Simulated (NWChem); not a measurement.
SiHF cation, doublet; SMILES of the neutral closed-shell parent [SiH]F

```xyz
3

Si     0.1389     0.5593     0.0000
H     -1.1837     1.3157     0.0000
F     -0.0302    -1.0030     0.0000
```
Atoms are numbered in this order, from 1.

Results from NWChem. Pople sets run with spherical d functions. Spin-unrestricted. In the optimisation the excess spin sits in a' (Cs, its own frame). Geometry: optimised at PBE0/def2-SVP, spin-unrestricted. This spin state was assumed; another may lie lower. No stability test was run on the SCF state. Atomic charges in e: unrestrained fits to the electrostatic potential beside Mulliken populations; the two definitions need not agree.

For level B3LYP/def2-SVP:

```yaml
ESP Si1: 1.07
Mulliken Si1: 1.06
Mulliken F3: -0.17
```

Estimate the same quantities for level UHF/6-31G*.

The ESP Si1 comes out as 1.18 and the Mulliken Si1 is 1.36. The Mulliken F3 comes out as -0.42.
